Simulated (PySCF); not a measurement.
GeH3Cl, SMILES [GeH3][Cl].

The structure is a stationary point at PBE0-D3(BJ)/def2-TZVP.

Level of theory: PySCF with PBE0-D3(BJ)/def2-TZVP.

Frequencies are harmonic and unscaled.

Modes within 1.5 cm⁻¹ of each other (mostly degenerate sets) share a row, with their intensities summed.

```json
[
 {"mode": "1", "ν (cm⁻¹)": "427", "IR (km/mol)": "55.1", "Raman (Å⁴/amu)": "6.8", "depolarisation": "0.28", "moving atoms (share of kinetic energy)": "Cl 67 %, Ge 33 %"},
 {"mode": "2–3", "ν (cm⁻¹)": "596", "IR (km/mol)": "36.5", "Raman (Å⁴/amu)": "13.5", "depolarisation": "0.75", "moving atoms (share of kinetic energy)": "H 94 %"},
 {"mode": "4", "ν (cm⁻¹)": "849", "IR (km/mol)": "157.7", "Raman (Å⁴/amu)": "8.2", "depolarisation": "0.33", "moving atoms (share of kinetic energy)": "H 97 %"},
 {"mode": "5–6", "ν (cm⁻¹)": "871", "IR (km/mol)": "91.2", "Raman (Å⁴/amu)": "34.3", "depolarisation": "0.75", "moving atoms (share of kinetic energy)": "H 99 %"},
 {"mode": "7", "ν (cm⁻¹)": "2177", "IR (km/mol)": "44.1", "Raman (Å⁴/amu)": "315.1", "depolarisation": "0.02", "moving atoms (share of kinetic energy)": "H 100 %"},
 {"mode": "8–9", "ν (cm⁻¹)": "2188", "IR (km/mol)": "200.8", "Raman (Å⁴/amu)": "177.5", "depolarisation": "0.75", "moving atoms (share of kinetic energy)": "H 98 %"}
]
```
